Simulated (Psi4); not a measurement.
GeI4, triplet, at a GFN2-xTB geometry (a higher spin typed on purpose: for a closed-shell molecule this is an excited state) (all electrons, no relativity); Psi4 1.11 with B3LYP/STO-3G.

Psi4 was given this input:
```
memory 2 GB

molecule {
0 3
  I    -0.64226172    2.80508033   -0.74452314
  Ge   -0.26333692    0.04304399   -0.11471791
  I    -1.70071416   -2.42210698   -0.27615139
  I     0.47122681    0.12487011    2.45849719
  I     2.03074494   -0.53383228   -1.36855901
}

set basis sto-3g
set reference uks
set scf_type pk
set soscf true

energy('b3lyp')
print_variables()
```

Output, abridged:

```
   => Loading Basis Set <=

    Name: STO-3G
    Role: ORBITAL
    Keyword: BASIS

         ---------------------------------------------------------
                                   SCF
               by Justin Turney, Rob Parrish, Andy Simmonett
                          and Daniel G. A. Smith
                              UKS Reference
         ---------------------------------------------------------

  ==> Geometry <==

    Molecular point group: c1
    Full point group: C1

    Geometry (in Angstrom), charge = 0, multiplicity = 3:

       Center              X                  Y                   Z               Mass
    ------------   -----------------  -----------------  -----------------  -----------------
         I           -0.643484529755     2.805280204863    -0.745055836643   126.904471900000
         GE          -0.264559729755     0.043243864863    -0.115250606643    73.921177761000
         I           -1.701936969755    -2.421907105137    -0.276684086643   126.904471900000
         I            0.470004000245     0.125069984863     2.457964493357   126.904471900000
         I            2.029522130245    -0.533632405137    -1.369091706643   126.904471900000

  Running in c1 symmetry.

  Rotational constants: A =      0.00833  B =      0.00617  C =      0.00575 [cm^-1]
  Rotational constants: A =    249.64892  B =    184.99147  C =    172.48782 [MHz]
  Nuclear repulsion = 3306.919560174815160

  Charge       = 0
  Multiplicity = 3
  Electrons    = 244
  Nalpha       = 123
  Nbeta        = 121

  ==> Algorithm <==

  SCF Algorithm Type is PK.
  DIIS enabled.
  MOM disabled.
  Fractional occupation disabled.
  Guess Type is SAD.
  Energy threshold   = 1.00e-06
  Density threshold  = 1.00e-06
  Integral threshold = 1.00e-12

  ==> Primary Basis <==

  Basis Set: STO-3G
    Blend: STO-3G
    Number of shells: 52
    Number of basis functions: 126
    Number of Cartesian functions: 135
    Spherical Harmonics?: true
    Max angular momentum: 2

  ==> DFT Potential <==

   => LibXC <=

    Version 7.1.2
    S. Lehtola, C. Steigemann, M. J. T. Oliveira, and M. A. L. Marques,  SoftwareX 7, 1–5 (2018) (10.1016/j.softx.2017.11.002)

   => Composite Functional: B3LYP <=

    B3LYP Hyb-GGA Exchange-Correlation Functional

    P. J. Stephens, F. J. Devlin, C. F. Chabalowski, and M. J. Frisch,  J. Phys. Chem. 98, 11623 (1994) (10.1021/j100096a001)

    Deriv               =              1
    GGA                 =           TRUE
    Meta                =          FALSE

    Exchange Hybrid     =           TRUE
    MP2 Hybrid          =          FALSE

   => Exchange Functionals <=

    0.0800   Slater exchange
    0.7200         Becke 88

   => Exact (HF) Exchange <=

    0.2000               HF

   => Correlation Functionals <=

    0.1900   Vosko, Wilk & Nusair (VWN5_RPA)
    0.8100   Lee, Yang & Parr

   => LibXC Density Thresholds  <==

    XC_HYB_GGA_XC_B3LYP:  1.00E-15

   => Molecular Quadrature <=

    Radial Scheme          =       TREUTLER
    Pruning Scheme         =           NONE
    Nuclear Scheme         =       TREUTLER

    Blocking Scheme        =         OCTREE
    BS radius alpha        =              1
    Pruning alpha          =              1
    Radial Points          =             75
    Spherical Points       =            302
    Total Points           =          95753
    Total Blocks           =            804
    Max Points             =            255
    Max Functions          =             65
    Weights Tolerance      =       1.00E-15

  ==> Integral Setup <==

  Using in-core PK algorithm.
   Calculation information:
      Number of atoms:                   5
      Number of AO shells:              52
      Number of primitives:            156
      Number of atomic orbitals:       135
      Number of basis functions:       126

      Integral cutoff                 1.00e-12
      Number of threads:                 1

  Performing in-core PK
[...]
    Irrep   Nso     Nmo
   -------------------------
     A        126     126
   -------------------------
    Total     126     126
   -------------------------

  ==> Iterations <==

                        Total Energy        Delta E     RMS |[F,P]|

   @UKS iter SAD: -29458.88780889617556   -2.94589e+04   0.00000e+00
   @UKS iter   1: -29464.14503529105059   -5.25723e+00   4.69433e-03 DIIS/ADIIS
   @UKS iter   2: -29438.78200039445073    2.53630e+01   3.35071e-02 DIIS/ADIIS
   @UKS iter   3: -29461.89499970847464   -2.31130e+01   8.81737e-03 DIIS/ADIIS
   @UKS iter   4: -29464.36415961919556   -2.46916e+00   1.92648e-03 SOKS, nmicro=5
   @UKS iter   5: -29464.39019974742769   -2.60401e-02   1.49554e-03 SOKS, nmicro=5
   @UKS iter   6: -29464.43060733654056   -4.04076e-02   4.16998e-04 SOKS, nmicro=5
   @UKS iter   7: -29464.43792777759518   -7.32044e-03   6.99768e-05 SOKS, nmicro=5
   @UKS iter   8: -29464.43819031984094   -2.62542e-04   2.92059e-05 SOKS, nmicro=5
   @UKS iter   9: -29464.43821291662971   -2.25968e-05   8.61902e-06 SOKS, nmicro=5
   @UKS iter  10: -29464.43821584765465   -2.93102e-06   4.05051e-06 SOKS, nmicro=5
   @UKS iter  11: -29464.43821632000981   -4.72355e-07   1.51925e-06 SOKS, nmicro=5
   @UKS iter  12: -29464.43821642003604   -1.00026e-07   9.11477e-07 SOKS, nmicro=conv
  Energy and wave function converged.

  ==> Post-Iterations <==

   Electrons on quadrature grid:
      Nalpha   =  122.9999960746 ; deviation = -3.925e-06
      Nbeta    =  120.9999960136 ; deviation = -3.986e-06
      Ntotal   =  243.9999920882 ; deviation = -7.912e-06

   @Spin Contamination Metric:   3.220272627E-03
   @S^2 Expected:                2.000000000E+00
   @S^2 Observed:                2.003220273E+00
   @S   Expected:                1.000000000E+00
   @S   Observed:                1.000000000E+00

    Orbital Energies [Eh]
    ---------------------

    Alpha Occupied:

[...]
    Alpha Virtual:

[...]
    Beta Occupied:

[...]
     121A     -0.174445

    Beta Virtual:

[...]
    Final Occupation by Irrep:
              A
    DOCC [   121 ]
    SOCC [     2 ]
    NA   [   123 ]
    NB   [   121 ]

  @UKS Final Energy: -29464.43821642003604

   => Energetics <=

    Nuclear Repulsion Energy =           3306.9195601748151603
    One-Electron Energy =              -47253.8656379540334456
    Two-Electron Energy =               15113.2032294277014444
    DFT Exchange-Correlation Energy =    -630.6953680685195422
    Empirical Dispersion Energy =           0.0000000000000000
    VV10 Nonlocal Energy =                  0.0000000000000000
    Total Energy =                     -29464.4382164200360421

  UHF NO Occupations:
  HONO-2 :  121  A 1.9988994
  HONO-1 :  122  A 1.0000000
  HONO-0 :  123  A 1.0000000
  LUNO+0 :  124  A 0.0011006
  LUNO+1 :  125  A 0.0003287
  LUNO+2 :  126  A 0.0001815

Computation Completed

Properties will be evaluated at   0.000000,   0.000000,   0.000000 [a0]

Properties computed using the SCF density matrix

 Multipole Moments:

 ------------------------------------------------------------------------------------
     Multipole            Electronic (a.u.)      Nuclear  (a.u.)        Total (a.u.)
 ------------------------------------------------------------------------------------

 L = 1.  Multiply by 2.5417464519 to convert [e a0] to [Debye]
 Dipole X            :          0.2027101           -0.5638299           -0.3611197
 Dipole Y            :         -0.0329161            0.0921614            0.0592452
 Dipole Z            :          0.0882694           -0.2456222           -0.1573528
 Magnitude           :                                                    0.3983433

 ------------------------------------------------------------------------------------

  Variable Map:
  ----------------------------------------------------------------------------
[...]
  Array Variable Map:
  ----------------------------------------------------------------------------
[...]
[...]
```
